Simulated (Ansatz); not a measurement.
Cost and result for the atomization energy of `B1OCS1` (7 atoms, 7 bonds).

The species carries charge 0 and has multiplicity 1. The geometry is a stationary point of PBE0-D4/def2-TZVP. Program: Ansatz. All runs use 2 threads of an Arm Neoverse V1 on a shared host. Times are those of one run each, without the atoms' runs, and a repeat can differ threefold. Electronic energies, without spin–orbit coupling; frozen cores. CCSD(T)/CBS adds CCSD(T) − MP2 in def2-TZVPP to the MP2 limit, and its time is that of the two runs behind it. T1 = 0.015. B3LYP takes the VWN-RPA correlation (the form of Gaussian; ORCA's B3LYP/G).

CCSD(T)/CBS is a level of theory with its own doubt, some kJ/mol a heavy atom from the limit and from the frozen cores, so smaller differences don't rank the functionals.

| level | functions | wall time |
| --- | --- | --- |
| LDA (SPW92)/def2-TZVPP | 177 | 1.2 s |
| CCSD(T)/def2-SVP | 75 | 1.9 s |
| revPBE-D4/def2-TZVPP | 177 | 2.2 s |
| PBE0-D4/def2-TZVPP | 177 | 2.8 s |
| BHLYP-D4/def2-TZVPP | 177 | 2.8 s |
| B3LYP-D4/def2-TZVPP (with forces) | 177 | 3.7 s |
| r2SCAN-D4/def2-TZVPP (with forces) | 177 | 5.5 s |
| ωB97X-V/def2-TZVPP | 177 | 8 s |
| B97M-V/def2-TZVPP | 177 | 9 s |
| ωB97M-V/def2-TZVPP (with forces) | 177 | 11 s |
| MP2/def2-QZVPP | 331 | 19 s |
| CCSD(T)/def2-TZVPP | 177 | 46 s |
| CCSD(T)/CBS(def2) | – | 65 s |

**Question.** What atomization energy does each give, and how far from CCSD(T)/CBS? (An estimate is asked.)

**Answer.** The calculation gave: 
| level | atomization (kcal/mol) | difference from CCSD(T)/CBS | per bond |
| --- | --- | --- | --- |
| LDA (SPW92)/def2-TZVPP | 774.6 | 113.7 | 16.2 |
| CCSD(T)/def2-SVP | 627.1 | -33.8 | -4.8 |
| revPBE-D4/def2-TZVPP | 666.1 | 5.2 | 0.7 |
| PBE0-D4/def2-TZVPP | 669.1 | 8.2 | 1.2 |
| BHLYP-D4/def2-TZVPP | 636.8 | -24.1 | -3.4 |
| B3LYP-D4/def2-TZVPP (with forces) | 660.9 | 0.0 | 0.0 |
| r2SCAN-D4/def2-TZVPP (with forces) | 669.4 | 8.5 | 1.2 |
| ωB97X-V/def2-TZVPP | 666.0 | 5.1 | 0.7 |
| B97M-V/def2-TZVPP | 668.3 | 7.4 | 1.1 |
| ωB97M-V/def2-TZVPP (with forces) | 668.0 | 7.1 | 1.0 |
| MP2/def2-QZVPP | 673.4 | 12.5 | 1.8 |
| CCSD(T)/def2-TZVPP | 642.9 | -18.0 | -2.6 |
| CCSD(T)/CBS(def2) | 660.9 | 0.0 | 0.0 |

From BLYP to BHLYP (50 % exact exchange), in def2-TZVPP and without D4, the atomization energy moves by −22.5 kcal/mol: exact exchange takes away binding that semilocal exchange gives to molecules. Leaving LDA and LC-ωPBE aside and taking each functional with its dispersion term where it has one, the values, not all of them listed here, spread over 48.6 kcal/mol, from BHLYP-D4 to PBE-D4. LDA lies +92.3 kcal/mol from PBE without D4, its usual overbinding. The D4 term adds +5.1 kcal/mol with B3LYP and +2.6 kcal/mol with PBE0; it sums over pairs of atoms, weighted by their polarisabilities, and B3LYP, whose exchange is more repulsive, gets the larger term.
